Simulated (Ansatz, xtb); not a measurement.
## Relative energy of two structures of C2H4Be

Structure a is `[Be]1[CH2][CH2]1`, a singlet and structure b is a singlet given by its coordinates. Both are isolated molecules in the gas phase, relaxed with PBE0-D3(BJ)/pcseg-1.

a (Å):

```xyz
7

C     0.7858   -0.2409    0.3890
C    -0.4052   -0.0172   -0.7135
Be    1.0385   -0.5804   -1.1702
H     0.5426   -0.9929    1.1477
H    -1.2829   -0.6501   -0.5423
H     1.1110    0.6860    0.8742
H    -0.7146    1.0288   -0.8156
```

b (Å):

```xyz
7

C    -0.5114    1.0845   -0.4422
C    -1.4072    0.5262   -1.0608
Be   -0.5620   -0.7570    0.0832
H    -2.2246    0.2289   -1.6909
H     0.2129    1.7478   -0.0076
H     0.4681   -0.6124    0.9483
H    -1.3739   -1.7601   -0.3234
```

Close contacts (Å): C1–C2 1.22, C1–Be3 1.92, C2–Be3 1.92, C1–H5 1.07, C2–H4 1.07, Be3–H6 1.35, Be3–H7 1.35.

Energies in hartree; the thermal terms are from PBE0-D3(BJ)/pcseg-1 harmonic frequencies (ideal gas, rigid rotor, one conformer each, 298.15 K, 1 atm) and include the zero-point energy:

```
                               a          b
E, CCSD(T)/def2-TZVPP  −93.078883  −93.074490
    zero-point energy    0.052369    0.043564
         H(298 K) − E    0.057021    0.049086
         G(298 K) − E    0.028886    0.019552
```

Task: Work out ΔE, ΔE₀, ΔH and ΔG for a → b in kJ/mol (1 Eh = 2625.50 kJ/mol) and the equilibrium ratio [b]/[a].

Result: 1. ΔE = −93.074490 − (−93.078883) = +0.004393 Eh = +11.53 kJ/mol.
2. ΔE₀ = ΔE + ΔZPE = +0.004393 + (−0.008805) Eh = −11.58 kJ/mol.
3. ΔH = ΔE + (−0.007935) Eh = −9.30 kJ/mol.
4. ΔG = ΔE + (−0.009334) Eh = −12.97 kJ/mol, so ΔS = (ΔH − ΔG)/T = +12.3 J/(mol K).
5. kT = 0.9442 mEh, so K = [b]/[a] = exp(−ΔG/kT) = exp(+5.23) ≈ 190.

Structure b is favoured at this temperature, against the order of the electronic energies. An error of 4 kJ/mol in ΔG would change K by a factor of 5. HF/def2-TZVPP gave ΔE the other sign. Mirror images and further conformers aren't counted.

Other levels gave ΔE = +31.3 (PBE0-D3(BJ)/pcseg-1); −5.3 (HF/def2-TZVPP); +15.6 (MP2/def2-TZVPP) kJ/mol. The correlated steps freeze 2 core orbitals; the last core shell of Be is correlated, in a basis made for valence electrons. Programs: Ansatz 0.2.0.
